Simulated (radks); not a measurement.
The numbers below are computed, except where a source is named.
Task: These are the eigenvalues of the occupied orbitals of an atom or ion with whole-number occupations (eV). Level of theory: non-relativistic Kohn-Sham, SOGGA, spin-polarised, spherical densities, point nucleus (a radial shooting solver on a logarithmic mesh with Libxc functionals).

orbital  eigenvalue
1s up     -8769.478
1s down   -8768.781
2s up     -1066.614
2s down   -1065.959
2p up     -939.1001
2p down   -938.4516
3s up     -138.2388
3p up      -98.3597
3p down    -96.7998
3d up      -31.2938
3d down    -30.1176

Which element is it, and in what charge state? The configuration may be excited. Open shells, if any, are filled with parallel spins first.

Result: Z = 29, copper, charge +2: Cu2+ in [Ne] 3s1 3p6 3d10. The list shows which subshells hold electrons but not how many an open one holds; the 1s level, -322.27 hartree, gives Z - s = 25.4 by -(Z - s)^2/2, which with screening narrows Z to a few neighbours, and the depths of the outer levels then fix element, charge and occupations together.
